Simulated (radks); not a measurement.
Valence configurations of neutral tin (all share [Kr]). Method: Dirac Kohn-Sham, PBE, spin-unpolarised, spherical densities, finite nucleus; open shells are shared between the two j in proportion to 2j + 1; Fermi nuclear charge, rms radius 4.6519 fm; computed with a radial shooting solver on a logarithmic mesh with Libxc functionals. Energies are relative to 4d10 5s2 5p2; eigenvalues in eV.

| valence | E (eV) | e(4d3/2) | e(4d5/2) | e(5p1/2) | e(5p3/2) | e(5s1/2) |
|---|---|---|---|---|---|---|
| 4d10 5s2 5p2 | 0.000 | -26.444 | -25.403 | -4.001 | -3.557 | -10.541 |
| 4d8 5s2 5p4 | 53.517 | -37.960 | -36.805 | -6.314 | -5.625 | -14.287 |
| 4d10 5p4 | 14.145 | -29.299 | -28.248 | -5.238 | -4.720 | - |
| 4d8 5p6 | 70.726 | -40.393 | -39.230 | -7.360 | -6.609 | - |
| 4d10 5s1 5p3 | 6.959 | -27.920 | -26.875 | -4.649 | -4.166 | -11.404 |
| 4d9 5s2 5p3 | 24.435 | -32.219 | -31.121 | -5.182 | -4.615 | -12.473 |
| 4d9 5s1.5 5p3.5 | 28.295 | -32.898 | -31.798 | -5.480 | -4.894 | -12.861 |
| 4d9 5s1 5p4 | 32.206 | -33.559 | -32.457 | -5.765 | -5.163 | -13.234 |
| 4d9 5p5 | 40.170 | -34.831 | -33.725 | -6.308 | -5.673 | - |
| 4d9.5 5s0.5 5p4 | 22.778 | -31.410 | -30.333 | -5.499 | -4.939 | -12.709 |

NIST lists [Kr] 4d10 5s2 5p2 as the ground configuration; this level of theory agrees among the configurations tried. The energies are those of spherical spin-averaged densities, not of single terms.
